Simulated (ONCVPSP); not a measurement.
## An all-electron radial function and its pseudo partner (silver (Ag))

Columns: radius, all-electron u(r) and pseudo u(r) of the 4p shell (level -66.82 eV) of silver in the configuration [Ar] 3d10 4s2 4p6 4d10; PBE, scalar-relativistic, ONCV scheme, ONCVPSP 4.0.1.

| r (bohr) | all-electron | pseudo |
| --- | --- | --- |
| 0.078 | 0.3897 | 0.0238 |
| 0.155 | -0.1278 | 0.0914 |
| 0.232 | -0.5649 | 0.1966 |
| 0.310 | -0.5698 | 0.3313 |
| 0.388 | -0.2783 | 0.4821 |
| 0.465 | 0.1109 | 0.6338 |
| 0.542 | 0.4798 | 0.7759 |
| 0.620 | 0.7761 | 0.8996 |
| 0.698 | 0.9793 | 0.9947 |
| 0.775 | 1.0946 | 1.0561 |
| 0.852 | 1.1400 | 1.0842 |
| 0.930 | 1.1326 | 1.0804 |
| 1.008 | 1.0878 | 1.0485 |
| 1.085 | 1.0207 | 0.9953 |
| 1.162 | 0.9407 | 0.9266 |
| 1.240 | 0.8541 | 0.8477 |
| 1.318 | 0.7671 | 0.7648 |
| 1.395 | 0.6842 | 0.6836 |
| 1.472 | 0.6061 | 0.6060 |
| 1.550 | 0.5332 | 0.5331 |
| 1.628 | 0.4669 | 0.4668 |
| 1.705 | 0.4080 | 0.4079 |
| 1.782 | 0.3554 | 0.3553 |
| 1.860 | 0.3082 | 0.3082 |
| 1.938 | 0.2667 | 0.2667 |
| 2.015 | 0.2308 | 0.2307 |

Question: How many radial nodes do the two functions have?

Answer: The all-electron 4p function has n − l − 1 = 2; the pseudo-wave has 0, since the states of the same l below it are removed with the core.

Question: At about which radius was the pseudo-wave matched?

Answer: 1.55 bohr. The columns agree to 0.0005 from 1.47 bohr on; several derivatives are matched, so the curves merge somewhat inside the radius.

Question: Is the pseudo-wave norm-conserving?

Answer: Yes: the ONCV scheme keeps the norm inside the radius equal to the all-electron one, which fixes the energy derivative of the logarithmic derivative at the level.
